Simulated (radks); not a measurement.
Isoelectronic series with 3 electrons, each ion in its NIST ground configuration. All-electron calculation, scalar-relativistic Kohn-Sham, PBEsol, spin-polarised, spherical densities, finite nucleus; open shells are filled with parallel spins first; Fermi nuclear charge, rms radius of each element as measured or else 0.836 A^(1/3) + 0.57 fm. Program: a radial shooting solver on a logarithmic mesh with Libxc functionals. Total energies (hartree) and mean radii <r> (bohr):

ion    configuration  E (hartree)   2s up  1s down    1s up
Li          [He] 2s1     -7.39836   3.814   0.5840   0.5840
B2+         [He] 2s1    -23.27315   1.627   0.3288   0.3289
C3+         [He] 2s1    -34.59270   1.274   0.2697   0.2698
N4+         [He] 2s1    -48.16848   1.049   0.2286   0.2287
O5+         [He] 2s1    -64.00263  0.8911   0.1983   0.1984
F6+         [He] 2s1    -82.09774  0.7750   0.1751   0.1752
Ne7+        [He] 2s1   -102.45683  0.6857   0.1567   0.1568
Mg9+        [He] 2s1   -149.98096  0.5572   0.1295   0.1296
Al10+       [He] 2s1   -177.15397  0.5094   0.1191   0.1192
Si11+       [He] 2s1   -206.60692  0.4692   0.1103   0.1103
P12+        [He] 2s1   -238.34477  0.4348   0.1027   0.1027
S13+        [He] 2s1   -272.37289  0.4050  0.09602  0.09605
Cl14+       [He] 2s1   -308.69705  0.3791  0.09017  0.09019
Ar15+       [He] 2s1   -347.32344  0.3562  0.08498  0.08500
K16+        [He] 2s1   -388.25867  0.3359  0.08035  0.08037
Ca17+       [He] 2s1   -431.50971  0.3178  0.07619  0.07621
Sc18+       [He] 2s1   -477.08399  0.3014  0.07243  0.07244

Estimate the row of Be+ ([He] 2s1).

Answer. E (hartree) -14.20832; 2s up 2.261; 1s down 0.4209; 1s up 0.4210.
